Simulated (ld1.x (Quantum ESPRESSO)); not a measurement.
**Cu (Z = 29), PAW: configuration errors across variants**

* Element: Cu (Z = 29)
* Generator: ld1.x (Quantum ESPRESSO) 7.5
* Type: PAW
* Functional: PBEsol
* Relativity: scalar-relativistic
* Frozen core: [Ar]
* Valence charge: 11
* Reference configuration: 3d10 4s1 4p0
* Partial waves: 4s (bound): rcut 1.85, rcutus 2.55 bohr; 4s channel at 0.15 Ry: rcut 1.85, rcutus 2.55 bohr; 4p (bound, empty): rcut 2.00, rcutus 2.60 bohr; 4p channel at 1.05 Ry: rcut 2.00, rcutus 2.60 bohr; 3d (bound): rcut 1.15, rcutus 1.25 bohr; 3d channel at 2.25 Ry: rcut 1.15, rcutus 1.25 bohr
* Local potential: all-electron potential smoothed inside 1.30 bohr (lloc = -1)
* Core correction: a·sin(br)/r model core, default radius (core density twice the valence density)
* Augmentation charge: BG, radius 1.30 bohr

All-electron excitation energies from the reference (eV): (1) 3d10 4s0 4p0 8.103; (2) 3d9 4s0 4p0 29.416; (3) 3d8 4s0 4p0 68.408; (4) 3d9 4s2 4p0 1.985; (5) 3d7 4s0 4p0 128.083; (6) 3d9 4s1 4p0 11.606; (7) 3d9 4s1 4p1 6.863.

The overlap operator is not positive definite (basis up to 400 Ry) in “local potential all-electron potential smoothed inside 1.02 bohr (lloc = -1)”. Such files are unfit for use, however small their errors in these radial tests.

A true bound ghost makes a file unfit for plane-wave use even where its test errors are small: the radial tests pick states by their node count and pass the ghost by.

Errors AE − PS in meV (a dash: test not solved or not reliable):

```tsv
change	(1)	(2)	(3)	(4)	(5)	(6)	(7)	bound ghosts
base	+11	-44	-479	-123	-1759	-75	-73	s
local potential all-electron potential smoothed inside 1.02 bohr (lloc = -1)	+16	-40	-479	-46	-1764	-50	-43	not determined (overlap not positive)
local potential all-electron potential smoothed inside 1.32 bohr (lloc = -1)	+10	-45	-479	-146	-1759	-84	-82	s
local potential all-electron potential smoothed inside 1.78 bohr (lloc = -1)	+6.6	-47	-479	–	–	–	–	none
local potential all-electron potential smoothed inside 2.06 bohr (lloc = -1)	+3.0	-49	-478	+56	-1769	-27	-29	none
local potential all-electron potential smoothed inside 2.26 bohr (lloc = -1)	+1.2	-50	-478	+39	-1778	-29	-32	none
local potential all-electron potential smoothed inside 2.48 bohr (lloc = -1)	-1.0	-51	-479	+27	-1797	-31	-35	none
local potential all-electron potential smoothed inside 2.72 bohr (lloc = -1)	-3.0	-51	-480	+18	-1822	-33	-37	none
local potential all-electron potential smoothed inside 2.94 bohr (lloc = -1)	-4.4	-52	-482	+13	-1844	-34	-38	none
```

(1) Give the same row for: local potential all-electron potential smoothed inside 1.58 bohr (lloc = -1).

Results:

(1) +8.8, -46, -479, –, –, –, –; bound ghosts: none.
